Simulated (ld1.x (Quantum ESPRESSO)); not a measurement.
# N (Z = 7), TM: configuration errors across variants

* Element: N (Z = 7)
* Generator: ld1.x (Quantum ESPRESSO) 7.5
* Type: norm-conserving Troullier–Martins (Kleinman–Bylander form)
* Functional: PBE
* Relativity: scalar-relativistic
* Frozen core: [He]
* Valence charge: 5
* Reference configuration: 2s2 2p1.5 (charge +1.5)
* Partial waves: 2s (bound): rc 0.85 bohr; 2p (bound): rc 2.30 bohr; 3d channel at 0.3 Ry: rc 1.80 bohr
* Local potential: all-electron potential smoothed inside 1.30 bohr (lloc = -1)
* Core correction: none

All-electron excitation energies from the reference (eV): (1) 2s2 2p3 -25.914; (2) 2s2 2p2 -12.323; (3) 2s2 2p1 16.531; (4) 2s0 2p5 -2.873; (5) 2s1 2p0 141.432; (6) 2s2 2p0 63.613; (7) 2s2 2p2.5 -20.821.

Tests that are not counted but printed errors over 1 eV. “all radii scaled by about 1.29 (s 1.10, p 2.96, d 2.32 bohr); local potential all-electron potential smoothed inside 1.68 bohr (lloc = -1)”: 2s0 2p5 (solver errors, printed error -195 eV).

2 further variants failed, have other tests or another functional or relativity, and are left out.

A true bound ghost makes a file unfit for plane-wave use even where its test errors are small: the radial tests pick states by their node count and pass the ghost by.

Errors AE − PS in meV (a dash: test not solved or not reliable):

```tsv
change	(1)	(2)	(3)	(4)	(5)	(6)	(7)	bound ghosts
base	+238	+51	+84	+756	+2213	+1142	+150	none
wave 2s (bound): rc 0.85 bohr becomes 2s (bound): rc 0.52 bohr	+248	+53	+87	+1077	+2203	+1169	+156	s
all radii scaled by about 1.29 (s 1.10, p 2.96, d 2.32 bohr); local potential all-electron potential smoothed inside 1.68 bohr (lloc = -1)	+639	+121	+178	–	+4124	+2194	+378	none
wave 3d channel at 0.3 Ry: rc 1.80 bohr becomes 3d channel at -0.17 Ry: rc 1.80 bohr	+238	+51	+84	+756	+2213	+1142	+150	none
wave 3d channel at 0.3 Ry: rc 1.80 bohr becomes 3d channel at 0.3 Ry: rc 1.72 bohr	+238	+51	+84	+756	+2213	+1142	+150	none
```

Task: Give the same row for: wave 2p (bound): rc 2.30 bohr becomes 2p (bound): rc 1.88 bohr.

Result: +101, +24, +42, +365, +1278, +630, +67; bound ghosts: none.
